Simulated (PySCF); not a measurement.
**Unknowns**

Computed data (PySCF 2.14.0 with density-fitted response routines): geometry: GFN2-xTB, NMR shieldings at PBE0/pcSseg-1/GIAO. Relativity neglected, equivalent nuclei averaged, a single conformation, no solvent model.

δ = σ(ref) − σ, references computed at the same level: ¹H (σref 31.72) and ¹³C (σref 186.93) vs TMS. Where no couplings were computed, multiplicities follow the n + 1 count of equivalent neighbours, and m marks all less simple cases (inequivalent or close neighbours, rings, F or P nearby). Shifts are as computed. Against solution values, carbons near 30 ppm lie about +3 ppm off and those near 130 ppm about +5 ppm. Of 1211 compounds with measured shifts, 218 miss one by over three times the rms of a fit or turn the order of signals round; such compounds aren't used in these exercises.

(1) C6H11NO2. ¹H NMR (300 MHz, computed): δ 7.57 (s, 1H), 5.38 (s, 2H), 3.42 (q, 2H), 2.35 (s, 3H), 1.13 (t, 3H). ¹³C{¹H} NMR (computed): δ 213.9 (C), 164.3 (CH), 90.4 (CH2), 70.1 (CH2), 31.1 (CH3), 16.5 (CH3). Give a structure.

(2) C7H12OSi2. ¹H NMR (400 MHz, computed): δ 6.47 (m, 1H), 6.46 (m, 1H), 6.19 (m, 1H), 5.00 (br s, 1H), 4.98 (s, 3H), 4.83 (d, 1H), 4.77 (br s, 1H), 2.09 (s, 3H). ¹³C{¹H} NMR (computed): δ 170.0 (C), 143.7 (CH2), 141.9 (CH), 113.3 (C), 107.3 (CH2), 83.5 (C), 6.1 (CH3). Give a structure.

Answers

(1) `InChI=1S/C6H11NO2/c1-3-9-5-7-4-6(2)8/h4H,3,5H2,1-2H3/b7-4-`. The formula gives 2 degrees of unsaturation (no ring in the answer). 6 carbon signals for 6 carbons: no two carbons are equivalent. Carbon types of the structure: 1 × C, 1 × CH, 2 × CH2, 2 × CH3, which accounts for all hydrogens. δC 213.9: ketone carbonyl carbon; low-lying n→π* states of the double bond to the heteroatom give a large paramagnetic term (-278 ppm). δC 164.3: C=N carbon. δC 90.4: sp3 CH2 bonded to N and O; 2 electronegative neighbours deshield it. δC 70.1: sp3 CH2 bonded to O; pulled downfield by the heteroatom.

The data come from this structure; uniqueness wasn't tested.

(2) `C=C[Si@H](C#CC)C(=C)O[SiH3]`. The formula gives 4 degrees of unsaturation (no ring in the answer). 7 carbon signals for 7 carbons: no two carbons are equivalent. Carbon types of the structure: 3 × C, 1 × CH, 2 × CH2, 1 × CH3, leaving 4 H on heteroatoms. δC 170.0: alkene carbon bearing oxygen; an sp2 carbon further deshielded by the attached heteroatom. δC 143.7: terminal =CH2 carbon; as expected for a trigonal carbon in a double bond. δC 141.9: alkene CH; the olefinic region. δC 107.3: β carbon of an enol-ether or enamine type C=C; the O or N lone pair pushes π density onto this β carbon and shields it.

The shifts were computed for this structure.
